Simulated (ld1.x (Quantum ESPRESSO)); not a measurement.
In (Z = 49): one change to a PAW potential, before and after

| Property | Result |
| --- | --- |
| Element | indium |
| Generator | ld1.x (Quantum ESPRESSO) 7.5 |
| Type | PAW |
| Functional | LDA (PZ) |
| Relativity | non-relativistic |
| Frozen core | [Kr] |
| Valence charge | 13 |
| Reference configuration | 4d10 5s1.75 5p1.25 |
| Partial waves | 5s (bound): rcut 1.80, rcutus 2.55 bohr; 5s channel at 3.3 Ry: rcut 1.80, rcutus 2.55 bohr; 5p (bound): rcut 2.50, rcutus 3.10 bohr; 5p channel at 3.85 Ry: rcut 2.50, rcutus 3.10 bohr; 4d (bound): rcut 1.35, rcutus 1.55 bohr; 4d channel at -1.1 Ry: rcut 1.35, rcutus 1.55 bohr |
| Local potential | all-electron potential smoothed inside 1.50 bohr (lloc = -1) |
| Core correction | a·sin(br)/r model core inside 0.95 bohr |
| Augmentation charge | BESSEL, radius 1.45 bohr |

All-electron outer shells of the reference configuration (LDA (PZ), non-relativistic, ld1.x):

```tsv
shell	level (eV)	outermost node (bohr)	outermost maximum (bohr)
4s	-110.92	0.43	0.80
4p	-76.45	0.42	0.83
4d	-20.24	0.40	0.92
5s	-8.14	1.06	2.24
5p	-2.94	1.16	2.85
```

Change: waves 5p (bound): rcut 2.50, rcutus 4.66 bohr; 5p channel at 3.85 Ry: rcut 2.50, rcutus 4.66 bohr.

Cutoffs: the cutoffs (Ry, on a coarse ladder) from which the occupation-weighted sum of valence levels, in a spherical-Bessel basis at the reference potential, stays within 10 and 1 mRy of its value at 400 Ry; they do not see the model core or the augmentation charge, which bear on the density cutoff. Errors are all-electron minus pseudo energies relative to the spin-unpolarised reference configuration.

What does the change do?

The potential gets neither clearly harder nor softer (60 Ry and 90 Ry → 60 Ry and 90 Ry); the bound ghosts move from s to p, s; the number of tests that count goes from 9 to 4 (the test run of the changed file stopped, so its transferability is not established); of the 4 tests that both files solve, the error grows in 3 and shrinks in 1 by more than 15 % and 0.3 meV (median size 24.6 → 40.5 meV).

| quantity | base | changed |
| --- | --- | --- |
| cutoff, loose | 60 Ry | 60 Ry |
| cutoff, tight | 90 Ry | 90 Ry |
| bound ghosts | s | s, p |
| tests counted (converged, no solver errors) | 9 of 9 | 4 of 9 (the test run stopped) |
| error for 4d10 5s2 5p1, meV [ΔE -1.29 eV] | +1.3 | -0.3 |
| error for 4d10 5s2 5p0, meV [ΔE 4.36 eV] | +21 | -31 |
| error for 4d10 5s1 5p0, meV [ΔE 23.16 eV] | +28 | -50 |
| error for 4d9 5s2 5p1, meV [ΔE 25.16 eV] | -78 | -5378 |
| lowest overlap eigenvalue by channel | s 0.18, p 0.24, d 0.90 | s 0.18, p 0.03, d 0.90 |

Changed file: These tests converged, but a pseudo level misses the all-electron one widely, so the file describes the atom poorly there or has found another state: 4d10 5s1 5p0: empty 5p by 2.1 eV; 4d9 5s2 5p1: 4d by 4.8 eV (a node warning on the way). A true bound ghost makes a file unfit for plane-wave use even where its test errors are small: the radial tests pick states by their node count and pass the ghost by.
